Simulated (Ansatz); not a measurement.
Two isomers of C7H12: A = `CC#CCCCC`, B = `C=C1CCCCC1`.

Isolated molecules relaxed with PBE0-D4/def2-TZVP in Ansatz; ΔE leaves out vibrations. CCSD(T)/CBS adds triple-zeta CCSD(T) − MP2 to the extrapolated MP2 energy (def2 sets, frozen cores). DFT in def2-TZVPP. Each species was taken in one conformer, which may not be the lowest.

A:

```xyz
19

C     0.042    2.938    2.111
C     0.410    2.093    0.990
C     0.721    1.396    0.061
C     1.072    0.542   -1.064
C     0.050   -0.567   -1.324
C    -0.077   -1.553   -0.176
C    -1.111   -2.633   -0.443
H    -0.602    2.402    2.813
H     0.927    3.272    2.658
H    -0.498    3.826    1.774
H     1.179    1.159   -1.962
H     2.056    0.093   -0.882
H    -0.926   -0.111   -1.525
H     0.341   -1.099   -2.236
H     0.900   -2.014    0.011
H    -0.335   -1.006    0.736
H    -0.862   -3.208   -1.339
H    -2.103   -2.197   -0.597
H    -1.183   -3.334    0.392
```

B:

Z-matrix (Å, degrees):
```
C
C 1 1.499
C 1 1.529 2 111.0
H 1 1.093 2 110.4 3 -123.5
H 1 1.099 2 108.8 3 119.3
C 2 1.328 1 122.8 3 124.6
C 2 1.499 1 114.3 3 -53.3
C 3 1.522 1 111.3 2 53.5
H 3 1.096 1 108.9 2 -67.1
H 3 1.094 1 109.9 2 176.2
H 6 1.085 2 121.4 1 1.3
H 6 1.085 2 121.4 1 -179.0
C 7 1.529 2 111.0 1 53.3
H 7 1.093 2 110.4 1 176.7
H 7 1.099 2 108.8 1 -66.0
H 8 1.098 3 109.2 1 65.1
H 8 1.094 3 110.2 1 -178.2
H 13 1.094 7 109.9 2 -176.2
H 13 1.096 7 108.9 2 67.1
```

**Question.** Which is lower in electronic energy at CCSD(T)/CBS, and by how much? (Best estimate.)

**Answer.** Computed: B, by 29.5 kcal/mol.

**Question.** Give E(B) − E(A) in kcal/mol with B2PLYP, MP2/def2-TZVPP, CCSD/def2-TZVPP, ωB97M-V, BLYP-D4, LDA (SPW92), CCSD(T)/def2-SVP. (Estimate.)

**Answer.** The calculation gave: B2PLYP -25.8, MP2/def2-TZVPP -29.1, CCSD/def2-TZVPP -29.4, ωB97M-V -30.2, BLYP-D4 -25.8, LDA (SPW92) -36.8, CCSD(T)/def2-SVP -31.2. None reverses the order clearly.

Largest T1 diagnostic: 0.010.

Leaving LDA and LC-ωPBE aside and taking each functional with its dispersion term where it has one, the values spread over 6.9 kcal/mol, from PBE0-D4 to B2PLYP. LDA lies −8.9 kcal/mol from PBE without D4. From PBE to PBE0 (25 % exact exchange), in def2-TZVPP and without D4, E(B) − E(A) moves by −2.9 kcal/mol.
